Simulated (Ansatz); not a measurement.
Two structures of Si₂H₆Cl₂, singlet, reached by relaxing down either side of one saddle point (PBE0-D4/def2-TZVP). Energies are electronic, without zero-point energy. Program: Ansatz 0.2.0. Basis: def2-TZVPP and def2-QZVPP. Cores are frozen in the correlated methods. Extrapolation: Hartree–Fock as exp(−7.88 √X), correlation as X^−2.97. First:

Si1  (-0.721, -2.151, -1.193)
Cl2  (0.940, -2.321, -0.021)
H3  (-0.344, -2.446, -2.589)
H4  (-1.756, -3.065, -0.674)
Cl5  (-1.447, -0.244, -1.111)
H6  (1.432, 0.773, 1.116)
Si7  (0.665, 2.043, 1.116)
H8  (-0.688, 1.809, 1.681)
H9  (1.375, 3.049, 1.948)
H10  (0.544, 2.554, -0.272)
(Å)

Second:

```xyz
10
angstrom
Si -0.9000 -0.5069 -0.7908
Cl 1.9493 -2.2491 0.6060
H 0.0184 -0.9961 -1.8463
H -1.3183 -1.6310 0.0800
Cl -2.5962 0.2167 -1.7294
H 2.3193 -1.1861 1.2165
Si -0.0104 1.2890 0.4186
H -1.0136 1.7637 1.4066
H 1.2272 0.9043 1.1539
H 0.3244 2.3955 -0.5150
```

(1) Which bonds change from the first to the second?

(2) Give the saddle point's structure and its height above each. (Judge from chemistry; the value comes from the calculation.)

The T1 diagnostic stays at or below 0.013. The start structure is not quite a true minimum (one mode of 29i cm⁻¹).

Results:

(1) SiH₂Cl₂ ([Cl][SiH2][Cl]) + SiH₄ → Si₂H₅Cl ([SiH3][SiH2][Cl]) + HCl; bonds formed: Si1–Si7, Cl2–H6; bonds broken: Si1–Cl2, H6–Si7.

(2) The calculation gives: 245.7 kJ/mol above the first and 150.0 kJ/mol above the second (CCSD(T) at an estimated basis limit (MP2 extrapolated from triple and quadruple zeta, plus CCSD(T) − MP2 in triple zeta)).
```xyz
10
angstrom
Si -0.4698 -0.9377 -0.6360
Cl 1.5591 -1.9662 0.4307
H 0.2120 -1.2128 -1.9040
H -1.2265 -1.9003 0.1701
Cl -2.0199 0.3443 -1.2862
H 0.7706 -0.4281 0.3918
Si 0.2646 1.2379 0.5919
H -0.9640 1.4495 1.3825
H 1.4718 1.3065 1.4533
H 0.4020 2.1068 -0.5940
```

Labels in which every atom is bracketed show which atoms are joined, not bond orders.

For scale, one of the runs: CCSD(T)/def2-TZVPP, 252 basis functions, launched by `ansatz run in.yaml --threads 4 --pin off --events-out ev --progress --plain --max-ram 9574MiB`. The run took 2.8 min on 4 CPU threads of an Arm Neoverse N1 (shared host), with 4.7 GiB of host memory at its peak.
